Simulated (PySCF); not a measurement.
A structure optimised at ωB97X-D3(BJ)/def2-SVP, used in a PySCF frequency run:

```
C
O 1 1.1983
O 1 1.3320 2 125.29
H 3 0.9708 1 106.82 2 0.00
C 1 1.5400 2 124.14 3 180.00
O 5 1.1983 1 124.14 2 180.00
O 5 1.3320 6 125.29 1 180.00
H 7 0.9708 5 106.82 6 0.00
```

Problem. Write its SMILES, formula and point group.

Solution. O=C(O)C(=O)O, C2H2O4, C2h

Problem. What are its rotational constants (standard atomic weights)?

Solution. 6.1127, 3.5826, 2.2587 GHz
